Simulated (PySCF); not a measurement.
**B²⁺: excitation energy**

B²⁺ [He] 2s1 (2S) → B²⁺ [He] 2p1 (2P), as a difference of total energies. All numbers are calculated (PySCF 2.14, no relativity, point nucleus, in dyall-av3z (15s9p3d2f, 71 functions)). The calculations carry no spin-orbit coupling.

```tsv
method	excitation energy (eV)
UHF	6.046
LDA	5.353
PBE	5.298
PBE0	5.486
r2SCAN	5.365
wB97M-V	5.629
M06	5.077
B3LYP	5.389
HSE06	5.461
```
